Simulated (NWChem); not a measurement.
# ZnHI; SMILES [I][ZnH]

Computed with NWChem. Geometry: optimised at PBE0/def2-SVP. def2 effective core potentials on I; no spin-orbit coupling. Vertical excitations in the gas phase.

**Question.** Predict the results for B3LYP/def2-SVPD, full TDDFT. Quantities: lowest excitation, singlet (eV); lowest state with f > 0.02, singlet (eV); orbital gap (eV).

**Answer.** 
```
Property                                  Result
----------------------------------------  ------
lowest excitation, singlet (eV)             5.34
lowest state with f > 0.02, singlet (eV)    5.34
orbital gap (eV)                            6.32
```
